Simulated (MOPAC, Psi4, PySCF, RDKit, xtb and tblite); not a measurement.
Relaxed torsion scan: SMILES C=Cc1ccccc1C#N (C₉H₇N), singlet. Scanned: dihedral C1–C2–C3–C4; all other coordinates were relaxed at GFN2-xTB. Points at φ and −φ are mirror images.

Atom numbering (GFN2-xTB optimised geometry, Å):
```
17

C     -2.7747    -0.7322     0.0960
C     -1.8264     0.1941     0.1802
C     -0.3928    -0.0193     0.0283
C      0.1716    -1.2677    -0.2323
C      1.5376    -1.4227    -0.3687
C      2.3869    -0.3317    -0.2488
C      1.8604     0.9181     0.0090
C      0.4818     1.0780     0.1474
C     -0.0115     2.3764     0.4111
N     -0.3779     3.4423     0.6248
H     -2.5683    -1.7704    -0.1003
H     -3.8120    -0.4757     0.2232
H     -2.1109     1.2200     0.3802
H     -0.4686    -2.1303    -0.3296
H      1.9470    -2.4016    -0.5703
H      3.4535    -0.4574    -0.3562
H      2.5043     1.7801     0.1060
```

Methods: RHF/STO-3G = restricted Hartree-Fock/STO-3G // GFN2-xTB run with PySCF 2.14.0; RKS-B3LYP/6-31G* = restricted B3LYP/6-31G*, spherical d, density fitting // GFN2-xTB in PySCF; MMFF94 // GFN2-xTB (RDKit); PM7, restricted, heats of formation // GFN2-xTB (MOPAC); GFN2-xTB (xtb and tblite); PBE-D3(BJ)/def2-SVP // GFN2-xTB (Psi4).

Energies in kcal/mol, each method relative to its own lowest point.

```json
[
 {"φ / °": "-160", "RHF/STO-3G": "2.1", "RKS-B3LYP/6-31G*": "1.6", "MMFF94": "3.8", "PM7": "1.8", "GFN2-xTB": "0.7", "PBE-D3(BJ)/def2-SVP": "1.5"},
 {"φ / °": "-140", "RHF/STO-3G": "1.7", "RKS-B3LYP/6-31G*": "2.2", "MMFF94": "2.1", "PM7": "0.6", "GFN2-xTB": "0.8", "PBE-D3(BJ)/def2-SVP": "2.3"},
 {"φ / °": "-120", "RHF/STO-3G": "2.4", "RKS-B3LYP/6-31G*": "3.6", "MMFF94": "1.2", "PM7": "0.4", "GFN2-xTB": "1.8", "PBE-D3(BJ)/def2-SVP": "3.9"},
 {"φ / °": "-100", "RHF/STO-3G": "3.3", "RKS-B3LYP/6-31G*": "4.7", "MMFF94": "0.7", "PM7": "0.5", "GFN2-xTB": "3.0", "PBE-D3(BJ)/def2-SVP": "5.4"},
 {"φ / °": "-80", "RHF/STO-3G": "3.1", "RKS-B3LYP/6-31G*": "4.2", "MMFF94": "0.5", "PM7": "0.4", "GFN2-xTB": "3.0", "PBE-D3(BJ)/def2-SVP": "5.0"},
 {"φ / °": "-60", "RHF/STO-3G": "1.9", "RKS-B3LYP/6-31G*": "2.4", "MMFF94": "0.0", "PM7": "0.2", "GFN2-xTB": "1.7", "PBE-D3(BJ)/def2-SVP": "3.1"},
 {"φ / °": "-40", "RHF/STO-3G": "0.5", "RKS-B3LYP/6-31G*": "0.7", "MMFF94": "0.1", "PM7": "0.0", "GFN2-xTB": "0.5", "PBE-D3(BJ)/def2-SVP": "1.2"},
 {"φ / °": "-20", "RHF/STO-3G": "0.0", "RKS-B3LYP/6-31G*": "0.1", "MMFF94": "1.0", "PM7": "0.3", "GFN2-xTB": "0.0", "PBE-D3(BJ)/def2-SVP": "0.2"},
 {"φ / °": "0", "RHF/STO-3G": "0.0", "RKS-B3LYP/6-31G*": "0.0", "MMFF94": "1.7", "PM7": "0.7", "GFN2-xTB": "0.0", "PBE-D3(BJ)/def2-SVP": "0.0"},
 {"φ / °": "20", "RHF/STO-3G": "0.0", "RKS-B3LYP/6-31G*": "0.1", "MMFF94": "1.0", "PM7": "0.3", "GFN2-xTB": "0.0", "PBE-D3(BJ)/def2-SVP": "0.2"},
 {"φ / °": "40", "RHF/STO-3G": "0.5", "RKS-B3LYP/6-31G*": "0.7", "MMFF94": "0.1", "PM7": "0.0", "GFN2-xTB": "0.5", "PBE-D3(BJ)/def2-SVP": "1.2"},
 {"φ / °": "60", "RHF/STO-3G": "1.9", "RKS-B3LYP/6-31G*": "2.4", "MMFF94": "0.0", "PM7": "0.2", "GFN2-xTB": "1.7", "PBE-D3(BJ)/def2-SVP": "3.1"},
 {"φ / °": "80", "RHF/STO-3G": "3.1", "RKS-B3LYP/6-31G*": "4.2", "MMFF94": "0.5", "PM7": "0.4", "GFN2-xTB": "3.0", "PBE-D3(BJ)/def2-SVP": "5.0"},
 {"φ / °": "100", "RHF/STO-3G": "3.3", "RKS-B3LYP/6-31G*": "4.7", "MMFF94": "0.7", "PM7": "0.5", "GFN2-xTB": "3.0", "PBE-D3(BJ)/def2-SVP": "5.4"},
 {"φ / °": "120", "RHF/STO-3G": "2.4", "RKS-B3LYP/6-31G*": "3.6", "MMFF94": "1.2", "PM7": "0.4", "GFN2-xTB": "1.8", "PBE-D3(BJ)/def2-SVP": "3.9"},
 {"φ / °": "140", "RHF/STO-3G": "1.7", "RKS-B3LYP/6-31G*": "2.2", "MMFF94": "2.1", "PM7": "0.6", "GFN2-xTB": "0.8", "PBE-D3(BJ)/def2-SVP": "2.3"},
 {"φ / °": "160", "RHF/STO-3G": "2.1", "RKS-B3LYP/6-31G*": "1.6", "MMFF94": "3.8", "PM7": "1.8", "GFN2-xTB": "0.7", "PBE-D3(BJ)/def2-SVP": "1.5"},
 {"φ / °": "180", "RHF/STO-3G": "2.4", "RKS-B3LYP/6-31G*": "1.6", "MMFF94": "4.9", "PM7": "2.6", "GFN2-xTB": "0.8", "PBE-D3(BJ)/def2-SVP": "1.2"}
]
```

Root-mean-square difference from the PBE-D3(BJ)/def2-SVP profile, itself a level with limits, after the best constant shift (kcal/mol): RHF/STO-3G 1.0, RKS-B3LYP/6-31G* 0.4, MMFF94 2.6, PM7 2.1, GFN2-xTB 0.8.
